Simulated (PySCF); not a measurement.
Solvent effects on NMR parameters

Geometry:
```csv
atom,x (Å),y (Å),z (Å)
Si1,-3.753,-0.227,-0.945
C2,-2.380,-0.145,0.329
C3,-1.436,0.813,0.360
Si4,-0.055,0.873,1.624
C5,1.556,0.631,0.711
C6,1.831,0.190,-0.559
C7,3.251,0.202,-0.702
C8,3.736,0.649,0.492
O9,2.731,0.910,1.343
H10,-3.606,0.918,-1.894
H11,-3.686,-1.514,-1.704
H12,-5.093,-0.158,-0.285
H13,-2.347,-0.933,1.097
H14,-1.462,1.602,-0.407
H15,-0.018,2.192,2.327
H16,-0.281,-0.205,2.635
H17,1.095,-0.110,-1.302
H18,3.835,-0.082,-1.575
H19,4.742,0.829,0.864
```

GIAO PBE0/pcSseg-1 in PySCF on one PBE0-D3(BJ)/def2-SVP conformer, non-relativistic, equivalent nuclei averaged. Solvents enter as an IEF-PCM continuum (benzene with ε = 2.3, dimethylsulfoxide with ε = 46.8) around the gas-phase geometry. Shifts are referred to TMS computed in the same medium.

Gas phase, δ in ppm: Si4 -52.2, Si1 -64.6, C2 158.3, C3 157.4, C8 153.0, C5 152.9, C6 130.3, C7 115.6, H19 7.72, H14 7.33, H13 7.24, H17 6.87, H18 6.55, H15/H16 4.88. Dipole moment 0.95 D.

**Question.** How does each δ change in the continuum?

**Answer.** 
| atoms | environment | Δδ, benzene | Δδ, dimethylsulfoxide |
| --- | --- | --- | --- |
| Si4 | silicon bonded to 2 C, 2 H | -0.5 | -1.3 |
| Si1 | silicon bonded to C, 3 H | -0.1 | -0.4 |
| C2 | alkene CH | +1.0 | +2.3 |
| C3 | alkene CH | +0.3 | +0.7 |
| C8 | aromatic CH next to the ring oxygen | +1.1 | +2.6 |
| C5 | substituted aromatic carbon next to the ring oxygen | +0.6 | +1.2 |
| C6 | aromatic CH | +0.7 | +1.8 |
| C7 | aromatic CH | +0.6 | +1.4 |
| H19 | hydrogen on an aromatic CH next to the ring oxygen | +0.12 | +0.26 |
| H14 | hydrogen on an alkene CH | +0.05 | +0.12 |
| H13 | hydrogen on an alkene CH | +0.07 | +0.17 |
| H17 | hydrogen on an aromatic CH | +0.11 | +0.25 |
| H18 | hydrogen on an aromatic CH | +0.12 | +0.28 |
| H15/H16 | hydrogen on a silicon bonded to 2 C | -0.03 | -0.06 |

Changes are relative to the gas phase. The dipole moment becomes 1.06 D in benzene, 1.25 D in dimethylsulfoxide.

**Question.** Which nuclei move most (in ppm), and what does the model miss?

**Answer.** C8 (aromatic CH next to the ring oxygen, +2.6 ppm) in dimethylsulfoxide. A continuum only polarises the solute; specific hydrogen bonds, the anisotropy of aromatic solvents and changes of geometry or conformer are outside it.
